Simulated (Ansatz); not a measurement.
CoO₃F₃H₆⁻ (relaxed from a model of mer-[CoF3(H2O)3]-, whose bonding it doesn't keep). The state is a quartet with charge -1. Geometry r2SCAN-D4/def2-SVPD, basis def2-TZVPD, Ansatz.

```xyz
13

Co   -0.082   -0.358    0.199
F     1.619    0.066   -0.563
F    -1.613    0.730   -0.099
F    -0.225   -1.754    1.491
O     0.169    2.198   -1.736
H     0.868    1.590   -1.433
H    -0.612    1.868   -1.255
O     0.265   -2.067   -1.232
H     0.332   -2.587   -0.413
H     1.105   -1.563   -1.292
O    -0.297    0.854    2.199
H    -0.446   -0.073    2.462
H    -1.084    1.096    1.671
```

```tsv
run	HOMO (eV)	LUMO (eV)
A	-5.91	4.50
B	-0.21	1.03
C	-3.02	3.07
D	-1.19	1.73
E	-9.09	4.62
F	-0.79	1.40
```

LC-ωPBE has ω = 0.4 bohr⁻¹. In the quartet geometry the species has come apart into loosely held pieces.

HOMO and LUMO are taken over both spins.

Question: The runs used B97M-V, HF, LC-ωPBE, PBE0, r2SCAN, revPBE. Estimate which is which.

Answer: A LC-ωPBE (range-separated); B revPBE (0 % exact exchange); C PBE0 (25 % exact exchange); D B97M-V (0 % exact exchange); E HF (100 % exact exchange); F r2SCAN (0 % exact exchange). Exact exchange lowers occupied and raises empty levels; among semilocal functionals meta-GGAs tend to open the gap a little, and such runs are hard to tell apart. The gap grows from 1.24 eV (revPBE) to 13.70 eV (HF).
